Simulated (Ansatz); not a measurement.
ClGaHS, SMILES `[SH][Ga][Cl]` radical, relaxed with UKS PBE-D4/def2-SVP in Ansatz 0.2.0 from a rough embedded geometry. The force threshold is 0.03 eV/Å; the program also tests the step.

The species carries charge 0 and has multiplicity 2.

Start:

```xyz
4

S     0.154   -0.618    1.295
Ga    1.062   -0.142   -0.930
Cl   -1.110   -0.003   -1.707
H    -0.106    0.762    1.342
```

(1) By how much does the energy fall, and how many steps does the optimiser take? (An estimate is asked.)

(2) Which bonds change most? (Estimate.)

(3) Give the relaxed structure. (An estimate is asked.)

Answers

(1) Computed: 15.34 kcal/mol, in 13 steps, 2 of them rejected.

(2) The calculation gave: S1–Ga2 from 2.450 to 2.270 Å; Ga2–Cl3 from 2.311 to 2.203 Å; S1–H4 from 1.405 to 1.366 Å.

(3) Computed: 
```xyz
4

S     0.721   -0.229    1.423
Ga    0.696   -0.585   -0.819
Cl   -0.987    0.316   -1.919
H    -0.430    0.498    1.315
```
